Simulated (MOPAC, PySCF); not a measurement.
Torsional profile of SMILES CC(=O)C[SiH3]. Scanned: dihedral O3–C2–C4–Si5; all other coordinates were relaxed at GFN2-xTB. Points at φ and −φ are mirror images. Heavy atoms are numbered in the order of the SMILES CC(=O)C[SiH3], hydrogens after them in the order of the atoms that carry them; the mirror image has the same energies with the sign of each dihedral reversed.

- AM1, restricted, heats of formation // GFN2-xTB (MOPAC)
- PM6, restricted, heats of formation // GFN2-xTB (MOPAC)
- RHF/3-21G = restricted Hartree-Fock/3-21G // GFN2-xTB run with PySCF

Energies in kJ/mol, each method relative to its own lowest point.

```
φ / °   AM1   PM6  RHF/3-21G
-----  ----  ----  ---------
-165   14.2   9.1       25.6
-150   11.2   6.9       20.8
-135    7.2   3.9       16.0
-120    3.4   1.3       12.6
-105    0.0   0.0        9.8
-90     0.0   0.3        7.1
-75     3.7   2.5        6.6
-60     7.8   5.8        6.4
-45    10.2   9.8        4.3
-30    10.2  15.0        1.2
-15     8.3  18.9        0.3
0       7.3  20.1        0.0
15      8.3  18.9        0.3
30     10.2  15.0        1.2
45     10.2   9.8        4.3
60      7.8   5.8        6.4
75      3.7   2.5        6.6
90      0.0   0.3        7.1
105     0.0   0.0        9.8
120     3.4   1.3       12.6
135     7.2   3.9       16.0
150    11.2   6.9       20.8
165    14.2   9.1       25.6
180    15.3   9.7       27.6
```
